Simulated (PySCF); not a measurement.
Molfile (atoms numbered from 1):
```
C5H9FOSi
     RDKit          3D

 17 18  0  0  0  0  0  0  0  0999 V2000
    1.7842   -1.5778   -0.4701 F   0  0  0  0  0  0  0  0  0  0  0  0
    2.2143   -0.3561   -0.9630 C   0  0  0  0  0  0  0  0  0  0  0  0
    1.6434    1.0771    0.1877 Si  0  0  0  0  0  4  0  0  0  0  0  0
    0.0391    1.2969    0.1393 O   0  0  0  0  0  0  0  0  0  0  0  0
   -1.0085    0.4681    0.3660 C   0  0  1  0  0  0  0  0  0  0  0  0
   -1.2006   -0.6658    1.3168 C   0  0  0  0  0  0  0  0  0  0  0  0
   -1.4452   -0.8567   -0.1538 C   0  0  1  0  0  0  0  0  0  0  0  0
   -2.3147    0.3551   -0.3468 C   0  0  0  0  0  0  0  0  0  0  0  0
    3.3010   -0.4291   -1.0453 H   0  0  0  0  0  0  0  0  0  0  0  0
    1.7999   -0.2766   -1.9722 H   0  0  0  0  0  0  0  0  0  0  0  0
    2.1082    0.7472    1.5348 H   0  0  0  0  0  0  0  0  0  0  0  0
    2.0851    2.3461   -0.3667 H   0  0  0  0  0  0  0  0  0  0  0  0
   -2.0443   -0.6509    1.9993 H   0  0  0  0  0  0  0  0  0  0  0  0
   -0.3066   -1.1174    1.7294 H   0  0  0  0  0  0  0  0  0  0  0  0
   -1.0524   -1.5691   -0.8446 H   0  0  0  0  0  0  0  0  0  0  0  0
   -3.2351    0.4443    0.2216 H   0  0  0  0  0  0  0  0  0  0  0  0
   -2.3748    0.7768   -1.3423 H   0  0  0  0  0  0  0  0  0  0  0  0
  1  2  1  0
  2  3  1  0
  3  4  1  0
  5  4  1  6
  5  6  1  0
  6  7  1  0
  7  8  1  0
  7  5  1  0
  8  5  1  0
  2  9  1  0
  2 10  1  0
  3 11  1  0
  3 12  1  0
  6 13  1  0
  6 14  1  0
  7 15  1  6
  8 16  1  0
  8 17  1  0
M  END
```

Level of theory: PBE0/pcSseg-1 with gauge-including orbitals, structure optimised with GFN2-xTB, in PySCF 2.14 (no solvent, one computed conformer, relativity neglected, rapidly exchanging positions averaged).

Shifts are taken against calculated references (same method and geometry level): TMS for ¹³C, ¹H, ²⁹Si; CFCl3 for ¹⁹F; ¹⁷O against H2O.

```
  atoms  nucleus  count  δ (ppm)
     C2      ¹³C      1        ?
    H15       ¹H      1     1.87
     C7      ¹³C      1        ?
     O4      ¹⁷O      1     12.3
H11/H12       ¹H      2     4.97
  C6/C8      ¹³C      2        ?
     F1      ¹⁹F      1        ?
    Si3     ²⁹Si      1    -26.1
H14/H17       ¹H      2     2.04
     C5      ¹³C      1     54.0
 H9/H10       ¹H      2     4.76
H13/H16       ¹H      2     0.77
```

Problem. Complete the table.

Solution. 
- C2: 82.4 ppm, sp3 CH2 bonded to F and Si; deshielded by the electronegative neighbour
- C6/C8: 34.9 ppm, three-membered-ring carbon; a saturated carbon with 2 carbon neighbours and no heteroatom attached
- C7: 6.6 ppm, three-membered-ring carbon; carbons of three-membered rings are unusually shielded
- F1: -300.3 ppm, fluorine on an sp3 carbon

Shifts are as computed. Against solution values, carbons near 30 ppm lie about +3 ppm off and those near 130 ppm about +5 ppm. Of 1309 compounds with measured shifts, 239 miss one by over three times the rms of a fit or turn the order of signals round; such compounds aren't used in these exercises. Unscaled 19F shifts against computed CFCl3 carry errors that often reach 10 to 50 ppm. Experimental scales use liquid or dissolved standards, which lie at an offset from isolated H2O (liquid H2O: subtract about 36 ppm).
